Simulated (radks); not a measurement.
Values are calculated unless marked as measured or tabulated.
Valence configurations of Ho+ (all share [Xe]). Code: a radial shooting solver on a logarithmic mesh with Libxc functionals. Model: scalar-relativistic Kohn-Sham, PBE, spin-polarised, spherical densities, point nucleus; open shells are filled with parallel spins first (spin-orbit coupling, left out, can overturn this in heavy ions). Energies are relative to 4f11 6s1; eigenvalues in eV for spin up.

valence           E (eV)  moment (Bohr magnetons)    e(4f)    e(5d)   e(6p)    e(6s)
4f11 6s1           0.000                        4  -10.613        -       -   -9.326
4f11.5 6s0.5       1.045                        3   -7.043        -       -   -8.393
4f11 5d0.5 6s0.5   1.135                        4   -9.771   -6.571       -   -8.895
4f11 6s0.5 6p0.5   1.791                        4  -11.303        -  -6.107   -9.691
4f10 6s2           2.762                        4  -19.512        -       -  -10.641
4f12               3.012                        2   -4.453        -       -        -
4f10 5d1 6s1       3.129                        6  -17.145   -8.757       -  -10.198
4f11 6p1           3.575                        4  -11.984        -  -6.484        -
4f10 6s1 6p1       6.141                        6  -20.733        -  -7.574  -11.851
4f9 5d2 6s1       10.495                        8  -24.449  -10.316       -  -10.842

NIST lists [Xe] 4f11 6s1 as the ground configuration; this level of theory agrees among the configurations tried. The energies are those of spherical high-spin densities, not of single terms.
